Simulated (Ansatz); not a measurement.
Cost and result up the ladder for (HInSe)4 cubane (In4H4Se4) (12 atoms). The state is a singlet with charge 0. Geometry: PBE-D4/def2-SVP.

Cartesian coordinates in Å:
```
In -2.0519 0.1365 -0.7366
H -3.6760 0.2453 -1.3196
Se -0.7413 -2.2265 -0.7986
In 1.3107 -0.6680 -1.6146
H 2.3501 -1.1973 -2.8908
Se -0.0998 1.6230 -1.8709
In 0.6527 1.9622 0.7031
H 1.1673 3.5165 1.2589
Se -1.4872 0.7574 1.8328
In 0.0886 -1.4307 1.6481
H 0.1584 -2.5645 2.9515
Se 2.3283 -0.1538 0.8367
```

Ansatz; hardware A = 2 threads of AMD EPYC 7R13 on a shared host and a share (18 GiB) of an NVIDIA H100 80GB HBM3; B = 2 threads of AMD EPYC 7R13 on a shared host. Times are rough, and most runs start from the orbitals of an earlier one. PBE0-D4/def2-TZVP serves as the yardstick here, not as an exact answer. Differences are given only for rows in sets of like size (and for xTB, whose basis is part of the method), since another set adds its own error. Binding counts from free atoms at the same level (In doublet, H doublet, Se triplet; other spins of the atoms weren't run), without zero-point energy or a counterpoise term.

In the def2 sets In takes a core potential; there is no spin–orbit coupling. Correlated methods freeze 52 core orbitals; core or outer-core shells of In, Se are correlated, in sets that lack core-valence functions. The rows differ in basis, and correlated rows in double-zeta sets carry the largest basis error. Single mean-field runs in def2-TZVP are fitted with def2-universal-jkfit.

Correlated methods converge slowly with the basis, most of all in double-zeta sets.

| level | functions | wall time |
| --- | --- | --- |
| PBE-D4/def2-TZVP [A] | 416 | 3 s |
| r2SCAN-D4/def2-TZVP [A] | 416 | 3.3 s |
| revPBE-D4/def2-TZVP [A] | 416 | 3.3 s |
| BHLYP-D4/def2-TZVP [A] | 416 | 4 s |
| HF/def2-TZVP (with forces) [A] | 416 | 4.9 s |
| MP2/def2-TZVP [A] | 416 | 7.5 s |
| PBE0-D4/def2-TZVP (with forces) [A] | 416 | 8.5 s |
| PBE-D4/def2-SVP [B] | 252 | 11 s |
| CCSD(T)/def2-SVP [A] | 252 | 19 s |
| PBE0-D4/def2-SVP [B] | 252 | 25 s |

Estimate what each level gives for the binding energy per atom (eV).


| level | binding energy per atom (eV) | difference from PBE0-D4/def2-TZVP (eV) |
| --- | --- | --- |
| PBE-D4/def2-TZVP [A] | 2.64 | 0.01 |
| r2SCAN-D4/def2-TZVP [A] | 2.67 | 0.04 |
| revPBE-D4/def2-TZVP [A] | 2.53 | -0.10 |
| BHLYP-D4/def2-TZVP [A] | 2.55 | -0.08 |
| HF/def2-TZVP (with forces) [A] | 1.76 | -0.88 |
| MP2/def2-TZVP [A] | 2.60 | -0.03 |
| PBE0-D4/def2-TZVP (with forces) [A] | 2.63 | 0.00 |
| PBE-D4/def2-SVP [B] | 2.64 | – |
| CCSD(T)/def2-SVP [A] | 2.44 | – |
| PBE0-D4/def2-SVP [B] | 2.62 | – |
